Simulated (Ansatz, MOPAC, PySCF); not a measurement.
Donor–acceptor adduct: BBrH2 (SMILES BBr) (first 4 atoms) with NH3 (SMILES N); geometry from B3LYP-D3(BJ)/def2-TZVP, rigid monomers moved along the line of their centres of mass till B1···N5 is 2.17 Å.
(charge 0, multiplicity 1):
```xyz
8

B     -0.50137    -0.65926     2.17377
Br     0.68958     0.74433     1.27652
H     -0.02900    -1.75213     2.06341
H     -1.64118    -0.52909     1.83678
N     -0.64620    -0.45042     4.33120
H     -1.20499    -1.08160     4.90247
H      0.31875    -0.48422     4.65338
H     -0.98040     0.50081     4.47094
```

Counterpoise-corrected where a basis set is named; no monomer relaxation. Rows marked so take none.

Correlated levels freeze the cores. Filled d and f shells under p-block atoms count as core. Rows in 3-21G, 6-31G* carry no dispersion term and start afresh at each structure (6-31G* with six Cartesian d functions); the Pople sets are all-electron and without relativity. MP2/6-31G* freezes PySCF's default core, which leaves 3d correlated. The state reached by PM7 isn't checked; PM7 holds dispersion and hydrogen-bond terms.

Programs: Ansatz (a quantum-chemistry and plane-wave program); MOPAC for PM7 (differences of heats of formation); PySCF for 3-21G rows, 6-31G* rows, the dispersion terms. Each number belongs to the level named beside it.

| level | interaction energy (kcal/mol) |
|---|---|
| PM7 | -23.99 |
| PBE-D4/def2-TZVPPD | -28.95 |
| r2SCAN/def2-TZVPPD | -28.86 |
| B3LYP/3-21G (no counterpoise) | -41.00 |
| MP2/6-31G* | -28.75 |
| MP2/6-31G* (no counterpoise) | … |
| MP2/aug-cc-pVDZ | … |
| SCS-MP2/aug-cc-pVDZ | -25.37 |
| CCSD/aug-cc-pVDZ | -24.95 |

**Question.** Some entries are withheld; supply them.

**Answer.** 
- MP2/6-31G* (no counterpoise), interaction energy (kcal/mol): -32.68
- MP2/aug-cc-pVDZ, interaction energy (kcal/mol): -26.65
